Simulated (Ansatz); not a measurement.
Species: sum formula VO₂F, net charge -1, doublet state. The spin state was set by rule; other spins were not relaxed. SMILES of the parent species: [O]=[V](=[O])[F]
Structure (B3LYP-D3(BJ)/def2-TZVP (Ansatz, a quantum-chemistry and plane-wave program) minimum search):
```xyz
4

V     -0.0518     0.0109    -0.0313
O     -1.2387    -1.1201    -0.1289
O     -0.2971     1.4423    -0.7982
F      1.4976    -0.3142     0.9040
```
Charge -1, spin multiplicity 2.

Question: Give the harmonic wavenumbers at B3LYP-D3(BJ)/def2-TZVP (Ansatz, finite differences of forces, unscaled).

Answer: 116, 228, 318, 609, 970, 971 cm⁻¹. Zero-point energy 4.6 kcal/mol.

Question: From these and the geometry, give the ideal-gas thermochemistry at 298.15 K and 1 atm (rigid rotor, harmonic oscillator).

Answer: Point group C2v, rotational symmetry number 2. Rotational constants 7.996, 5.825, 3.37 GHz. S(trans) 39.78, S(rot) 23.75, S(vib) 7.02, S(elec, spin only) 1.38, S 71.9 cal/(mol K). H(298) - H(0) 3.54 kcal/mol; G - E(el) -13.3 kcal/mol.
